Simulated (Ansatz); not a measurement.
Two isomers of C2H7Ge: A = `[CH2][GeH2][CH3]`•, B = `[CH3][GeH][CH3]`•.

Computed with Ansatz on PBE0-D4/def2-TZVP structures; ΔE is electronic, products minus reactants. CBS: MP2 limit from def2 TZ/QZ plus the TZ coupled-cluster correction, frozen cores. Functionals use def2-TZVPP. B3LYP here is the variant with VWN-RPA as its local correlation; programs differ in this. Open shells (•) are unrestricted, without spin–orbit coupling. For Ge outer-core shells are correlated without core-valence functions, which leaves a few kJ/mol of doubt a bond. Scalar relativity is left out up to krypton.

Which is lower in electronic energy at CCSD(T)/CBS, and by how much? (Best estimate.)

Ansatz gave: B, by 18.2 kcal/mol.

Give E(B) − E(A) in kcal/mol with HF/def2-TZVPP, LDA (SPW92), CCSD/def2-TZVPP, B3LYP-D4, MP2/def2-TZVPP, ωB97M-V, B3LYP. (Best estimate.)

Computed: HF/def2-TZVPP -11.8, LDA (SPW92) -23.2, CCSD/def2-TZVPP -17.0, B3LYP-D4 -18.9, MP2/def2-TZVPP -20.5, ωB97M-V -20.0, B3LYP -18.8. None reverses the order clearly.

Does the order hold for the free energy at 298.15 K (harmonic terms from PBE0-D4)? (An estimate is asked.)

The calculation gave: Yes: G(B) − G(A) = -14.7 kcal/mol. Modes under 60 cm⁻¹, often nearly free rotors, make the harmonic entropy too high.

Largest T1 diagnostic: 0.011.

In def2-TZVPP, CCSD(T) changes the Hartree–Fock value by −6.0 kcal/mol (the triples alone add −0.8 kcal/mol) and MP2 by −8.7 kcal/mol. From BLYP to BHLYP (50 % exact exchange), in def2-TZVPP and without D4, E(B) − E(A) moves by +2.8 kcal/mol.
